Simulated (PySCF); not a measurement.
Compound: [InCl4]- (charge -1).
Bonds: In1–Cl2, In1–Cl3, In1–Cl4, In1–Cl5.

Method: PySCF, PBE0-D3(BJ)/def2-SVP geometry optimisation, gas phase, def2 core potentials past Kr; density fitting, grid level 1; the optimiser is geomeTRIC in internal coordinates, started from a GFN2-xTB structure with every atom displaced at random (about 0.03 Å).

Geometry at step 1:
```
atom  x, y, z in Å
In1     0.0328   -0.0487    0.0033
Cl2    -0.0319   -0.0340    2.4009
Cl3     2.2702   -0.0227   -0.8280
Cl4    -1.0530    1.9559   -0.7927
Cl5    -1.1433   -1.9609   -0.8456
```

Question: What forces act on the atoms?

Answer: 
| atom | Fx (eV/Å) | Fy (eV/Å) | Fz (eV/Å) |
| --- | --- | --- | --- |
| In1 | -0.239 | 0.210 | -0.060 |
| Cl2 | 0.050 | -0.040 | -0.049 |
| Cl3 | 0.024 | -0.065 | 0.070 |
| Cl4 | 0.076 | -0.142 | 0.034 |
| Cl5 | 0.089 | 0.036 | 0.004 |

The largest, 0.32 eV/Å, acts on In1; the rms over all components is 0.102 eV/Å. The forces sum to zero within rounding, as they must for an isolated molecule in no field.

Question: Give the force on In1 in Eh/bohr and in nN.

Answer: 0.324 eV/Å ÷ 51.422 = 0.00630 Eh/bohr, and 0.324 eV/Å × 1.602 = 0.52 nN.

Question: How far is this geometry from the end of the optimisation?

Answer: 0.010 eV above it, and 0.040 Å rms away after alignment. The bonds farthest from their final lengths, with half the difference of the two atoms' forces along the bond (positive lengthens):

```csv
bond,now (Å),final (Å),force along bond (eV/Å)
In1–Cl4,2.415,2.394,-0.23
In1–Cl5,2.400,2.389,-0.02
In1–Cl3,2.387,2.394,+0.10
In1–Cl2,2.399,2.394,0.00
```

The angle farthest from its final value is Cl2–In1–Cl4, 108.2° against 110.9°.

Of the 2 listed bonds off by 0.010 Å or more, this force points towards the final length in 2.

What follows is the cost of the whole optimisation. Time: 44 s; peak memory 0.40 GiB. Hardware: one thread, Arm Neoverse V2 (aarch64), shared host with 96 logical CPUs at a one-minute load of 40.
